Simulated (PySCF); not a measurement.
**How methods differ on the interval between two levels of As²⁺**

As²⁺ [Ar] 3d10 4s2 4p1 [2P3/2, M_J = 3/2] → As²⁺ [Ar] 3d10 4s1 4p2 [4P5/2, M_J = 5/2], as a difference of total energies. All numbers are calculated (PySCF 2.14, the two-component X2C-1e Hamiltonian, in x2c-TZVPall-2c with one added diffuse shell each of s, p, d type (7s8p5d1f, 63 functions)). Correlated levels: [Ne] frozen. "Screened" scales the spin-orbit matrix elements by Boettger's factors to mimic the two-electron term; Breit and QED terms are absent.

```tsv
method	interval between two levels (cm⁻¹)
GHF (spin-free)	52392
GMP2 (spin-free)	61163
GHF (screened spin-orbit)	52366
GMP2 (screened spin-orbit)	61135
```

The labels give the starting determinants; with spin-orbit coupling the two ends relaxed to ⟨J²⟩ = 3.76, ⟨L²⟩ = 2.01, ⟨S²⟩ = 0.75 and ⟨J²⟩ = 8.75, ⟨L²⟩ = 2.01, ⟨S²⟩ = 3.75.
